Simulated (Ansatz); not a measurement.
Cl2Sr, charge +1, doublet, geometry from GFN2-xTB (such geometries of metal compounds can be far from the true shape) (a state made from the parent by changing its charge; the spin is typed, not shown lowest) (core potentials on Sr), atoms displaced at random by about 0.08 Å a coordinate; HF/def2-SVP, gradient run with Ansatz (a first-principles code).

Input for Ansatz:
Ansatz 0.2 input:
```yaml
crystal:
  periodic: [false, false, false]
  atoms:
    - {symbol: Sr, position_ang: [0.40050544, -0.87564188, 0.31805630]}
    - {symbol: Cl, position_ang: [0.50132014, 1.02243953, -1.39947624]}
    - {symbol: Cl, position_ang: [-1.58086058, 0.67072968, 0.55034183]}
basis:
  gaussian:
    orbitals: def2-SVP
hamiltonian:
  xc: hf
total_charge: 1
magnetization: {spin_polarized: true, initial_magnetization: 1}
output: {forces: true}
```

Question: Predict the main parts of the log of this Ansatz run.

Answer: 
```
Functional definition: HF
551 factors; integrals over basis functions are off by at most 2.0e-4 eV
mean field evaluation 1: about -25819.2984 eV, gradient 1.8e1 eV
mean field evaluation 2: about -25819.3362 eV, gradient 1.8e1 eV
mean field evaluation 4: about -25821.4069 eV, gradient 1.0e0 eV
mean field evaluation 8: about -25821.4291 eV, gradient 1.3e-1 eV
mean field evaluation 16: about -25820.7803 eV, gradient 4.9e0 eV
mean field evaluation 32: about -25817.1843 eV, gradient 1.7e1 eV
mean field evaluation 64: about -25820.1123 eV, gradient 4.6e0 eV
mean field evaluation 96: about -25821.4274 eV, gradient 8.0e-2 eV
mean field -25821.42939585 eV, -948.9200279039 hartree, gradient 1.4e-5 eV, S^2 0.771905; 3 other end points of the search recorded, 0 dependent functions left out
the calculation of the forces begins
reference -25821.42939585 eV, -948.9200279039 hartree; 22, 21 occupied and 37, 38 virtual orbitals, 551 factors
Total energy: -25821.42939585 eV, -948.9200279039 hartree
Atom 0 at     0.400505    -0.875642     0.318056 Å, force     1.261409    -2.542381     1.196407 eV/Å
Atom 1 at     0.501320     1.022440    -1.399476 Å, force    -0.340370     1.424980    -0.960466 eV/Å
Atom 2 at    -1.580861     0.670730     0.550342 Å, force    -0.921039     1.117401    -0.235941 eV/Å
Dipole moment:     1.107375    -1.645899     0.544640 e Å
```
